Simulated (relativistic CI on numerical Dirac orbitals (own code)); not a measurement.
Method of calculation: Dirac-Coulomb-Breit CI, separate exchange-only KLI orbitals for each configuration, model QED, unscaled Slater integrals (own radial code, finite nucleus).

The strongest absorption lines from the ground level of an ion, among the configurations computed and to levels below about 8010 eV (vacuum wavelength in Å, gf): 1.7424 (0.68), 2.1113 (1.8), 2.1122 (2.2), 2.1131 (0.87), 2.1205 (0.8), 2.2700 (1.9), 2.2787 (2), 2.2802 (2.5).

Problem. Which ion is it?
A. Ce L
B. Ce XLVIII
C. Sm LIV
D. Dy LVIII

Solution. A. Ce L has 9 electrons and the ground level 2s2 2p5 2P°_3/2; the strongest line goes to 2s2 2p4 3d 2D_5/2. The pattern of lines fixes the number of electrons, and along that sequence the line energies rise steadily with the charge (about as its square where n changes within one kind of shell, about linearly where n is kept but much faster in heavy ions where fine structure, which grows about as Z⁴, sets the gap, and irregularly where shells cross), which fixes Z. Configurations outside the model, such as inner-shell arrays, can give stronger lines. At this charge energies of transitions that change n are usually good to better than 1 %, and those within a shell (Δn = 0) to a few per cent.

LS names give the leading component of a level, which can be under half, so a name can repeat, a term be missing and a line seem to break the LS rules.
